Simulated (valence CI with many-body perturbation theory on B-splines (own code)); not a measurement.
Br²¹⁺: what each term of the Hamiltonian does

Computed by configuration interaction combined with many-body perturbation theory (CI+MBPT): four valence electrons over a frozen Dirac-Fock core [Ne], radial functions for each j: 11 s, 11 p, 9 d, 7 f, 5 g, 2 h, 1 i, with the one-electron correlation potential Σ1 (screened to all orders), the two-electron term Σ2, the three-electron term Σ3, Breit, model QED; selected single and double excitations, second order for the rest (own B-spline code, finite nucleus).

No measured levels were compared; by estimate levels of excited configurations hold to 0.05 to 0.15 % of their energy, terms of the ground configuration to about 0.5 %.

Each rung adds one term. CI alone is the Dirac-Coulomb CI over the frozen core; QED comes last and gives the full result, which names the levels. Energies are above 3s²3p² ³P_0 on the same rung, in cm⁻¹.

Names give the largest LS component (configuration and term), which can be under half, so a name can repeat, a term be missing and a line seem to break the LS rules; names also repeat where a configuration has a term twice. Letters in brackets count levels of one name in rising energy.

| Level | CI alone | Σ1 | Σ2 | Σ3 | Breit | QED | Full |
| --- | --- | --- | --- | --- | --- | --- | --- |
| 3s²3p² ³P_1 | 58917 | +198 | +175 | +53 | -1469 | +172 | 58046 |
| 3s²3p² ³P_2 | 83924 | +226 | +67 | +2 | -1893 | +186 | 82512 |
| 3s²3p² ¹D_2 | 165152 | +419 | +107 | -26 | -3166 | +330 | 162815 |
| 3s²3p² ¹S_0 | 232465 | +423 | -292 | -254 | -2853 | +291 | 229780 |
| 3s3p³ ⁵S°_2 | 437463 | -872 | +1504 | +421 | -832 | -1814 | 435871 |
| 3s3p³ ³D°_1 | 542180 | -857 | +282 | +297 | -695 | -1654 | 539552 |
| 3s3p³ ³D°_2 | 548720 | -794 | +529 | +321 | -1190 | -1619 | 545968 |
| 3s3p³ ³D°_3 | 572340 | -717 | +615 | +343 | -2190 | -1559 | 568833 |
| 3s3p³ ³P°_0 | 632135 | -710 | -41 | +142 | -1472 | -1596 | 628457 |
| 3s3p³ ³P°_2 [a] | 640135 | -705 | -148 | +253 | -2252 | -1285 | 635998 |
| 3s3p³ ³P°_1 | 640116 | -681 | -133 | +167 | -1917 | -1548 | 636005 |
| 3s3p³ ³P°_2 [b] | 699023 | -595 | -214 | +210 | -3371 | -912 | 694142 |
| 3s3p³ ³S°_1 | 749658 | -772 | -5091 | -71 | -1073 | -1813 | 740838 |
| 3s²3p3d ³F°_2 | 748791 | -767 | -1149 | -210 | -3168 | -168 | 743328 |
| 3s²3p3d ³F°_3 | 775319 | -665 | -1075 | -295 | -4120 | +77 | 769240 |
| 3s²3p3d ³F°_4 | 829106 | -449 | -767 | -248 | -5629 | +227 | 822239 |
| 3s3p³ ¹P°_1 | 832248 | -595 | -3899 | -226 | -2788 | -1188 | 823552 |
| 3s²3p3d ³P°_2 [a] | 837619 | -718 | -4420 | -662 | -3065 | -343 | 828411 |
| 3s²3p3d ³D°_1 | 850773 | -789 | -4871 | -635 | -2730 | -430 | 841319 |

The middle columns are the shifts that each term adds.

Q: How does the ionisation energy move along the ladder, and which term matters most?

A: CI alone 919.75, + Σ1 920.56, + Σ2 920.45, + Σ3 920.30, + Breit 919.75, + QED 919.78 eV. The largest step is Σ1, 0.81 eV. NIST lists 920.8 ± 2.2 eV (semi-empirical).
